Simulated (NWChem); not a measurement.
C₂H₆B cation

```xyz
9

C      0.0000     0.0000     1.4827
B      0.0000     0.0000     0.0000
C      0.0000     0.0000    -1.4827
H     -0.7883     0.6643     1.8729
H     -0.1811    -1.0148     1.8729
H      0.9694     0.3505     1.8729
H      0.3505     0.9694    -1.8729
H     -1.0148    -0.1811    -1.8729
H      0.6643    -0.7883    -1.8729
```
Atoms are numbered in this order, from 1.

Results from NWChem. Pople sets run with spherical d functions. Structure relaxed at the B3LYP/6-31G* (spherical d) level. Atomic charges in e: unrestrained fits to the electrostatic potential beside Mulliken populations; buried atoms are poorly determined by the fit.

For level B3LYP/def2-SVP:

```
Quantity     Value
-----------  -----
ESP C1       -0.43
Mulliken C1  -0.01
ESP B2        0.66
Mulliken B2   0.07
ESP C3       -0.44
Mulliken C3  -0.01
```

What are these values for level Hartree-Fock/6-31G*?


| Item | Value |
|---|---|
| ESP C1 | -0.55 |
| Mulliken C1 | -0.81 |
| ESP B2 | 0.86 |
| Mulliken B2 | 0.81 |
| ESP C3 | -0.56 |
| Mulliken C3 | -0.81 |
